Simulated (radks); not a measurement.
Valence configurations of N III (all share [He]). Method: scalar-relativistic Kohn-Sham, PBE, spin-polarised, spherical densities, finite nucleus; open shells are filled with parallel spins first; Fermi nuclear charge, rms radius 2.5582 fm; computed with a radial shooting solver on a logarithmic mesh with Libxc functionals. Energies are relative to 2s2 2p1; eigenvalues in eV for spin up.

2s2 2p1: E (eV) 0.000; moment (Bohr magnetons) 1; e(2p) -38.530; e(2s) -50.163
2s1.5 2p1.5: E (eV) 3.990; moment (Bohr magnetons) 2; e(2p) -39.125; e(2s) -50.826
2s1 2p2: E (eV) 6.466; moment (Bohr magnetons) 3; e(2p) -39.477; e(2s) -51.227
2s0.5 2p2.5: E (eV) 12.333; moment (Bohr magnetons) 3; e(2p) -39.303; e(2s) -51.023
2p3: E (eV) 18.187; moment (Bohr magnetons) 3; e(2p) -39.126

NIST lists [He] 2s2 2p1 as the ground configuration; this level of theory agrees among the configurations tried. The energies are those of spherical high-spin densities, not of single terms.
